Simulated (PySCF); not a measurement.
NbOBr₂, SMILES [O]=[Nb]([Br])[Br] (connectivity only; charge and spin as stated), neutral, multiplicity 2.

Geometry: B3LYP-D3(BJ)/def2-SVP. The spin state was assumed, not searched. The def2 effective core potentials stand for the cores of Nb; spin–orbit coupling is left out.

Two levels are set side by side: PBE/def2-TZVPD (PySCF) and B3LYP/def2-TZVPD (PySCF). Same geometry, gas phase. Differences are taken from unrounded values.

```csv
quantity,B3LYP
α-spin orbital gap (eV),2.95
β-spin orbital gap (eV),5.03
dipole moment (D),1.11
mean polarisability (bohr³),90.0
```

Task: What does PBE give, and how far is it from B3LYP? (An estimate is asked for; the answer gives what the named calculation found.)

Result: 
```json
[
 {"quantity": "α-spin orbital gap (eV)", "PBE": "1.06", "PBE minus B3LYP": "-1.89"},
 {"quantity": "β-spin orbital gap (eV)", "PBE": "3.43", "PBE minus B3LYP": "-1.60"},
 {"quantity": "dipole moment (D)", "PBE": "1.05", "PBE minus B3LYP": "-0.06"},
 {"quantity": "mean polarisability (bohr³)", "PBE": "94.2", "PBE minus B3LYP": "4.2"}
]
```

Loosely held outer electrons make PBE densities more polarisable. Differences between two approximate levels are no errors against the true value.

Rough cost on one machine, each run with all the roots and properties that it gave: B3LYP against PBE within a factor of 2.
